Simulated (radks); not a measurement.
Question: Cr I, 24 electrons, occupied as [Ar] 3d4 4s2 (not the ground configuration). All-electron calculation, non-relativistic Kohn-Sham, PBE, spin-unpolarised, spherical densities, point nucleus. Program: a radial shooting solver on a logarithmic mesh with Libxc functionals. Some entries of the table are withheld. Estimate them.

| orbital | occ. | eigenvalue (hartree) | <1/r> (bohr^-1) | <r^2> (bohr^2) |
|---|---|---|---|---|
| 1s | 2 | -214.5446 | 23.52 | 0.005527 |
| 2s | 2 | -24.34299 | 4.979 | 0.1035 |
| 2p | 6 | -20.70874 | (1) | 0.08377 |
| 3s | 2 | -2.81505 | 1.555 | 0.9454 |
| 3p | 6 | -1.80263 | 1.430 | 1.086 |
| 3d | 4 | (2) | 1.050 | 2.332 |
| 4s | 2 | -0.17809 | 0.4004 | 12.20 |

Answer: 
(1) 2p <1/r> (bohr^-1): 4.923
(2) 3d eigenvalue (hartree): -0.22799
